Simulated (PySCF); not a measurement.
Shieldings and the share of exact exchange

Molecule: SMILES C1=C(C)C=C[SiH2]1, C5H8Si.

Mapped SMILES: `[CH3:1][C:2]1=[CH:3][SiH2:4][CH:5]=[CH:6]1`. Each H is labelled by its parent atom.

GIAO shieldings (ppm, equivalent atoms averaged) in PySCF on the PBE0-D3(BJ)/def2-SVP geometry, basis pcSseg-1, gas phase, non-relativistic:

```csv
functional,exact exchange (%),σ(Si4)
BLYP,0,368.0
BP86,0,374.9
PBE,0,376.1
B3LYP,20,379.4
PBE0,25,390.3
mPW1PW91,25,388.5
HF,100,430.3
```

**Question.** Fit each shielding as a line in the percentage of exact exchange.

**Answer.** σ(Si4) = 372.8 + 0.58 x (rms 3.2 ppm). The functionals also differ in their semilocal parts, which the line can't hold; Hartree–Fock has no correlation at all.

**Question.** What does the line predict for BHandHLYP (50 %), and what does the run give?

**Answer.** σ(Si4): 401.8 predicted, 397.3 computed ppm.
